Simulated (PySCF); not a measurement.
**Frontier orbitals and the lowest excitations**

C₃H₁₀NPSi₂.
Z-matrix (Å and degrees, GFN2-xTB geometry), rows numbered from 1:
```
C 
C   1  1.3351
C   2  1.4301  1  123.96
P   3  1.6894  2  121.23  1  -178.82
N   4  1.7041  3  104.93  2  -177.42
Si  5  1.7504  4  124.06  3    26.27
Si  5  1.7559  4  116.21  3  -152.10
H   1  1.0759  2  122.12  3   179.70
H   1  1.0778  2  121.31  3    -0.18
H   2  1.0827  1  119.78  3  -179.81
H   3  1.0837  2  117.17  1     0.64
H   6  1.4590  5  105.75  4   154.52
H   6  1.4652  5  109.50  4   -86.55
H   6  1.4606  5  107.01  4    35.33
H   7  1.4636  5  107.36  4   117.13
H   7  1.4617  5  107.99  4  -123.46
H   7  1.4587  5  106.15  4    -2.81
```

Level of theory: TDDFT B3LYP/def2-SVPD, vertical, gas phase, core orbitals frozen in the response in PySCF.

Frontier orbitals with the atoms that hold most of them (Löwdin shares over 4%, at most four atoms; ? is withheld):

```tsv
orbital	ε (eV)	atoms
HOMO-3	-9.06	C2 23%, C3 23%, C1 12%, P4 12%
HOMO-2	-8.34	N5 27%, P4 19%, C2 10%, C3 8%
HOMO-1	-7.51	P4 47%, N5 18%, C3 14%
HOMO	?	?
LUMO	-1.83	?
LUMO+1	-0.47	Si7 20%, Si6 18%, P4 11%, N5 8%
LUMO+2	0.24	Si6 29%, Si7 18%, H13 8%, H12 7%
```

Problem. Which atoms hold the HOMO, and with what shares?

Solution. C3 (bonded to C, P and H) 22%; C1 (bonded to C and 2 H) 20%; P4 (bonded to C and N) 19%; N5 (bonded to P and 2 Si) 14%. By element: carbon 42% or more, phosphorus 19%, nitrogen 14%.

Problem. Which atoms hold the LUMO, and with what shares?

Solution. P4 (bonded to C and N) 38%; C3 (bonded to C, P and H) 20%; C1 (bonded to C and 2 H) 15%; N5 (bonded to P and 2 Si) 10%. By element: phosphorus 38%, carbon 35% or more, nitrogen 10%.

Problem. What is the HOMO energy, and the HOMO–LUMO gap?

Solution. ε(HOMO) = -5.83 eV; the gap is 4.00 eV (0.1469 hartree).

Problem. How does S1 compare with the orbital gap of 4.00 eV?

Solution. S1 is at 4.00 eV (f = 0.397), equal to the gap within 0.01 eV, made of HOMO→LUMO (90%). Without the coupling terms of the response equations the lowest excitation would equal the gap.

Problem. Give energy, strength and leading configuration of S1, S2 and S3, and follow the Löwdin shares of the leading atoms from the occupied to the empty orbital.

Solution. 
- S1 (4.00 eV, f 0.397), HOMO→LUMO (90%): C3 22% → 20%, C1 20% → 15%, P4 19% → 38%
- S2 (4.56 eV, f 0.023), HOMO→LUMO+1 (96%): C3 22% → at most 9%, C1 20% → at most 9%, Si7 at most 15% → 20%, Si6 at most 15% → 18%
- S3 (4.85 eV, f 0.079), HOMO-1→LUMO (89%): P4 47% → 38%, N5 18% → 10%, C3 14% → 20%

Löwdin shares depend on the basis, the more so with diffuse functions.

Hardware: one thread of an Arm Neoverse V2, no GPU, on a shared host. Cost: 42 s wall, 0.88 GiB resident at most.

One conformer stands for the species.
